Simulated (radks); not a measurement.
All-electron atom: Tb IV in [Xe] 4f8. All-electron calculation, Dirac Kohn-Sham, BLYP, spin-unpolarised, spherical densities, finite nucleus; open shells fill j = l - 1/2 first; Fermi nuclear charge, rms radius 5.06 fm. Program: a radial shooting solver on a logarithmic mesh with Libxc functionals.

X-ray form factor f0, the Fourier transform of the density (f0(0) = 62):

sin(theta)/lambda (1/angstrom),f0 (electrons)
0.05,61.368
0.1,59.578
0.15,56.907
0.2,53.714
0.25,50.334
0.3,47.019
0.4,41.088
0.5,36.224
0.6,32.202
0.8,25.884
1,21.394
1.25,17.790
1.5,15.463
2,11.887
